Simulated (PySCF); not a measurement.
CH₇ClN₂Si₂, SMILES N1C[SiH2][Si@@]1(N)Cl.

Geometry optimised at B3LYP-D3(BJ)/def2-SVP. The structure was generated by enumeration; whether it is a known compound was not checked. Other conformers were not sampled.

Method: TDDFT-CAM-B3LYP/def2-SVPD in PySCF 2.14.0.

Vertical excitations. Isolated molecule, no solvent.

Computed UV-visible absorptions:
```tsv
state	energy (eV)	λ (nm)	f	main pairs
S1	6.36	195	0.019	HOMO→LUMO+1 37 %, HOMO→LUMO+2 27 %, HOMO−1→LUMO 10 %, HOMO−1→LUMO+1 9 %
S2	6.39	194	0.012	HOMO→LUMO 49 %, HOMO→LUMO+1 23 %, HOMO−1→LUMO 14 %
S3	6.57	189	0.062	HOMO−1→LUMO 39 %, HOMO−1→LUMO+2 27 %, HOMO→LUMO 13 %
S4	6.64	187	0.034	HOMO→LUMO+2 38 %, HOMO−1→LUMO+1 36 %, HOMO−1→LUMO 6 %
S5	6.70	185	0.166	HOMO→LUMO+1 22 %, HOMO−1→LUMO+2 18 %, HOMO→LUMO 17 %, HOMO−1→LUMO 12 %
S6	6.82	182	0.032	HOMO→LUMO+3 51 %, HOMO−1→LUMO+3 23 %, HOMO−1→LUMO+2 12 %
S7	7.03	176	0.020	HOMO−1→LUMO+1 36 %, HOMO−1→LUMO+2 29 %, HOMO−1→LUMO 10 %, HOMO→LUMO+1 7 %
S8	7.15	173	0.174	HOMO−1→LUMO+3 47 %, HOMO→LUMO+3 25 %
S9	7.42	167	0.033	HOMO→LUMO+4 43 %, HOMO−2→LUMO+1 25 %
S10	7.66	162	0.013	HOMO−1→LUMO+4 20 %, HOMO→LUMO+4 17 %, HOMO−2→LUMO+1 14 %, HOMO→LUMO+5 13 %
T1	5.59	222	0	HOMO→LUMO+2 30 %, HOMO→LUMO 21 %, HOMO→LUMO+1 20 %
T2	5.69	218	0	HOMO→LUMO 35 %, HOMO→LUMO+3 16 %, HOMO→LUMO+2 12 %, HOMO−1→LUMO 10 %
T3	6.02	206	0	HOMO−1→LUMO+2 46 %, HOMO→LUMO+2 20 %, HOMO−1→LUMO+1 19 %
T4	6.09	204	0	HOMO→LUMO+1 28 %, HOMO→LUMO+2 21 %, HOMO−1→LUMO+2 18 %, HOMO→LUMO+3 12 %
```
Triplets are in the Tamm–Dancoff approximation, which puts them higher than full response would, so one can lie above its singlet here.
